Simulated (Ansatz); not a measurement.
C$_{2}$H$_{8}$SSi$_{2}$ (`C=C(S)[SiH2][SiH3]`), relaxed with RKS PBE0-D4/def2-TZVP in Ansatz 0.2.0 from a PBE-D4/def2-SVP geometry. The force threshold is 0.005 eV/Å; the program also tests the step.

Total charge 0; spin multiplicity 1.

Start:

```xyz
13

C     0.120   -1.631    1.522
C     0.516   -0.949    0.421
S     1.005   -1.677   -1.119
Si    0.515    0.949    0.385
Si   -0.967    1.685   -1.290
H    -0.177   -1.096    2.437
H     0.080   -2.734    1.552
H     0.810   -2.985   -0.775
H     0.086    1.431    1.745
H     1.899    1.469    0.094
H    -2.318    1.054   -1.082
H    -1.119    3.182   -1.238
H    -0.451    1.303   -2.651
```

Task: How much energy does the relaxation release, and in how many steps? (Estimate.)

Result: Computed: 5.31 kJ/mol, in 7 steps.

Task: Which bonds change most? (Best estimate.)

Result: Computed: S3–H8 from 1.367 to 1.345 Å; C2–Si4 from 1.899 to 1.878 Å; C1–C2 from 1.354 to 1.334 Å; C2–S3 from 1.772 to 1.752 Å.

Task: Give the relaxed structure. (Estimate.)

Result: The calculation gave: 
```xyz
13

C     0.115   -1.614    1.494
C     0.518   -0.952    0.408
S     1.042   -1.702   -1.086
Si    0.502    0.926    0.370
Si   -0.977    1.691   -1.278
H    -0.199   -1.078    2.383
H     0.083   -2.699    1.540
H     0.865   -2.986   -0.723
H     0.083    1.390    1.719
H     1.869    1.438    0.079
H    -2.328    1.108   -1.060
H    -1.079    3.175   -1.216
H    -0.494    1.303   -2.630
```
